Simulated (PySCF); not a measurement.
Gas-phase reaction: HI + 2 OH → HOI + H₂O, at 600 K and a standard pressure of 1 bar. Level: HF/def2-TZVP†.

Computed with PySCF and rigid-rotor harmonic-oscillator thermochemistry at 1 bar. † marks an energy on the PBE0/def2-TZVP geometry and frequencies. Open shells (unrestricted): OH (multiplicity 2, electronic degeneracy 4); the rest are closed-shell singlets. Spin-orbit splitting is ignored; it lowers the true energy and changes the entropy of OH. I: scalar-relativistic def2 core potential, no spin-orbit coupling. The harmonic model lacks anharmonicity and excited electronic states, which grow with temperature; levels with a mode under 35 cm⁻¹ are left out.

| species | E (Ha) | H(600 K) − E (kJ/mol) | S°(600 K) (J/mol/K) |
|---|---|---|---|
| HI | -297.24199 | 31.6 | 227.0 |
| OH | -75.42211 | 39.9 | 204.4 |
| HOI | -372.09554 | 56.4 | 283.9 |
| H₂O | -76.05892 | 76.8 | 212.8 |
E: electronic energy; H − E holds the zero-point and thermal terms. 1 Ha = 2625.5 kJ/mol.

Task: Work out ΔH°, ΔS°, ΔG° and log10 K from these numbers.

Result: 1. ΔE = 1×(-372.09554) + 1×(-76.05892) − 1×(-297.24199) − 2×(-75.42211) = -0.06825 Ha = -179.2 kJ.
2. Δ(H − E) = 1×(56.4) + 1×(76.8) − 1×(31.6) − 2×(39.9) = 21.8 kJ, so ΔH° = -157.4 kJ.
3. ΔS° = 1×(283.9) + 1×(212.8) − 1×(227.0) − 2×(204.4) = -139.1 J/K; the number of gas molecules changes by -1.
4. ΔG° = ΔH° − TΔS° = -157.4 − 600×(-139.1)/1000 = -73.9 kJ.
5. log10 K = −ΔG°/(RT ln 10) = 6.43, with RT ln 10 = 11.49 kJ/mol; at standard pressures the products are favoured.
6. A shift of 10 kJ in ΔE would move log10 K by 0.87 here.
For scale, ΔH°(298 K) is -154 kJ at this level, -386 kJ at ωB97M-V/def2-TZVP†, and runs from -604 to -154 kJ over the 18 levels computed.
